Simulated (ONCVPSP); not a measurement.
What the settings do to the ONCV potential of Ge

Base potential:

ONCVPSP 4.0.1 input, shortened (lines: element, Z, core and valence counts, functional; n l f; lmax; l rc ep ncon nbas qcut; lloc lpopt rc5 dvloc0; l nproj debl; icmod fcfact rcfact), PBE, scalar-relativistic:

```
  Ge 32.00    5    3        4      upf
    1    0    2.00
    2    0    2.00
    2    1    6.00
    3    0    2.00
    3    1    6.00
    3    2   10.00
    4    0    2.00
    4    1    2.00
    2
    0    1.30    0.00    3    8    5.80
    1    1.75    0.00    4    9    4.70
    2    1.35    0.00    3    7   12.00
    4    3    0.85    0.00
    0    1    0.50
    1    2    1.10
    2    1    0.60
    3    3.75    1.65
```

All-electron outer shells of the reference configuration (PBE, scalar-relativistic, ld1.x):

| shell | level (eV) | outermost node (bohr) | outermost maximum (bohr) |
| --- | --- | --- | --- |
| 3s | -168.49 | 0.26 | 0.54 |
| 3p | -115.62 | 0.23 | 0.54 |
| 3d | -29.31 | – | 0.50 |
| 4s | -11.73 | 0.77 | 1.75 |
| 4p | -3.90 | 0.82 | 2.22 |

Cutoffs, loose and tight: the cutoffs (Ha) at which the residual kinetic energy of the hardest occupied pseudo-wave falls to 1 and 0.1 mHa per electron. They do not see the model core or the augmentation charge, which bear on the density cutoff. Test errors are all-electron minus pseudo excitation energies from the reference, over the configurations 3d10 4s2 4p1; 3d10 4s2 4p0; 3d10 4s1 4p0; 3d9 4s2 4p3. A dash means not determined; rows that change the core or the reference have their own tests.

A true bound ghost makes a file unfit for plane-wave use even where its test errors are small: the radial tests pick states by their node count and pass the ghost by.

| change | outcome | cutoff, loose | cutoff, tight | bound ghosts | GHOST(+) flags above zero | largest test error (meV) |
| --- | --- | --- | --- | --- | --- | --- |
| base | generated | 57 Ha | 109 Ha | s | p | -201 |
| d: qcut 6.9 | generated | – | – | s | p | +403 |
| d: qcut 8.9 | generated | 63 Ha | 151 Ha | s | p | +91 |
| d: qcut 10.5 | generated | 48 Ha | 109 Ha | s | p | -82 |
| d: qcut 11.7 | generated | 55 Ha | 109 Ha | s | p | -179 |
| d: qcut 13.3 | generated | 66 Ha | 109 Ha | s | p | -280 |
| d: qcut 14.8 | generated | 73 Ha | 109 Ha | s | p | -329 |
| d: qcut 16 | generated | 74 Ha | 109 Ha | s | p | -337 |
| d: qcut 17.5 | generated | 77 Ha | 109 Ha | s | p | -356 |

Reading the sweep of the qcut of the d channel (base included, trends over the rows without a ghost): Bound ghosts are found at 6.9, 8.9, 10.5, 11.7, 12, 13.3, 14.8, 16, 17.5 1/bohr. Every judged row has one, so this setting neither creates nor removes them.
